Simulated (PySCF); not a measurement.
C6H10.

```xyz
16

C      1.9044    -0.9915     0.3364
C      1.1348    -0.0702     0.9253
C      0.2293     0.8975     0.2540
C     -0.1248     0.8189    -1.2094
C     -1.1830     0.5107    -0.1842
C     -1.7119    -0.8939    -0.0163
H      1.9496    -1.0971    -0.7514
H      2.5242    -1.6729     0.9250
H      1.1462    -0.0037     2.0209
H      0.2968     1.9088     0.6719
H      0.2693    -0.0233    -1.7854
H     -0.1863     1.7529    -1.7743
H     -1.9323     1.2943    -0.0245
H     -2.1569    -1.0373     0.9823
H     -0.9121    -1.6400    -0.1336
H     -2.4911    -1.1106    -0.7656
```
Charge 0, spin multiplicity 1.

Geometry: B3LYP-D3(BJ)/def2-SVP. Other conformers were not sampled.

The numbers are results of HF/pcSseg-1 (PySCF), not measurements. Non-relativistic, no solvent.

Give the absolute GIAO shielding of each atom: isotropic value and principal components (ppm). (The exact figures need the calculation; the answer reports its results.)


```json
[
 {"atom": "C1", "σ(iso)": "68.0", "σ11": "-64.5", "σ22": "96.8", "σ33": "171.5", "span": "236.0"},
 {"atom": "C2", "σ(iso)": "45.5", "σ11": "-92.7", "σ22": "60.7", "σ33": "168.6", "span": "261.3"},
 {"atom": "C3", "σ(iso)": "176.5", "σ11": "145.0", "σ22": "164.7", "σ33": "219.7", "span": "74.6"},
 {"atom": "C4", "σ(iso)": "185.9", "σ11": "157.4", "σ22": "181.7", "σ33": "218.5", "span": "61.1"},
 {"atom": "C5", "σ(iso)": "181.3", "σ11": "154.9", "σ22": "172.0", "σ33": "216.9", "span": "61.9"},
 {"atom": "C6", "σ(iso)": "177.4", "σ11": "167.8", "σ22": "172.9", "σ33": "191.5", "span": "23.7"},
 {"atom": "H7", "σ(iso)": "26.6", "σ11": "23.0", "σ22": "24.4", "σ33": "32.5", "span": "9.4"},
 {"atom": "H8", "σ(iso)": "26.4", "σ11": "23.3", "σ22": "24.9", "σ33": "30.9", "span": "7.6"},
 {"atom": "H9", "σ(iso)": "25.5", "σ11": "22.9", "σ22": "25.8", "σ33": "27.8", "span": "4.9"},
 {"atom": "H10", "σ(iso)": "30.7", "σ11": "23.4", "σ22": "27.6", "σ33": "41.0", "span": "17.6"},
 {"atom": "H11", "σ(iso)": "31.4", "σ11": "25.9", "σ22": "28.9", "σ33": "39.2", "span": "13.3"},
 {"atom": "H12", "σ(iso)": "31.1", "σ11": "24.9", "σ22": "26.3", "σ33": "42.2", "span": "17.3"},
 {"atom": "H13", "σ(iso)": "31.1", "σ11": "23.9", "σ22": "28.0", "σ33": "41.4", "span": "17.5"},
 {"atom": "H14", "σ(iso)": "30.7", "σ11": "25.6", "σ22": "27.6", "σ33": "38.8", "span": "13.3"},
 {"atom": "H15", "σ(iso)": "31.2", "σ11": "25.5", "σ22": "31.5", "σ33": "36.5", "span": "11.0"},
 {"atom": "H16", "σ(iso)": "30.4", "σ11": "25.4", "σ22": "27.7", "σ33": "38.2", "span": "12.8"}
]
```
